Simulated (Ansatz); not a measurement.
Ansatz results at the PBE0-D4/def2-TZVP geometry: HOMO–LUMO gap (B3LYP/def2-TZVPP) 5.20 eV; LUMO energy (ωB97M-V/def2-TZVPP) 0.00 eV; LUMO energy (PBE/def2-TZVPP) -2.97 eV.

Each molecule was computed in one conformer, which needn't be the lowest.

(1) Which molecule gave them?
A. `O[Si@]1(Cl)O[C@@H]1F`
B. `C=C=C(O)F`
C. `C=CB(Cl)CO`
D. `[SiH3]N[SiH2][SeH]`

## Answers

(1) C. The others give `[SiH3]N[SiH2][SeH]`: 6.49, 1.52, -0.89; `C=C=C(O)F`: 5.63, 1.49, -1.68; `O[Si@]1(Cl)O[C@@H]1F`: 7.01, 1.51, -1.26.

B3LYP here is the variant with VWN-RPA as its local correlation; programs differ in this.
